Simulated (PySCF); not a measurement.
Excitation energy of Os²⁺ by level of theory

Os²⁺ [Xe] 4f14 5d6 (5D) → Os²⁺ [Xe] 4f14 5d5 6s1, s spin flipped, as a difference of total energies. Computed with PySCF 2.14 in aug-cc-pwCVDZ-PP with ECP60MDF (6s6p5d3f, 70 functions), with scalar relativity through the core potential. Correlated levels: valence: 5s2 5p6 frozen; valence and next inner shell: nothing frozen outside the core potential. The calculations carry no spin-orbit coupling.

```tsv
method	excitation energy (eV)
UHF	1.860
LDA	1.868
PBE	2.189
PBE0	2.237
r2SCAN	2.283
LC-wPBE	2.334
HSE06	2.213
M06-L	2.027
TPSSh	2.367
MP2 (valence)	1.912
SCS-MP2 (valence)	1.910
MP2 (valence and next inner shell)	1.573
SCS-MP2 (valence and next inner shell)	1.582
```

**Question.** How much does correlation contribute at MP2 (valence and next inner shell)?

**Answer.** 1.573 − (1.860) = -0.287 eV, measured against UHF.

The upper determinant mixes two multiplicities, so it lies between the two terms.
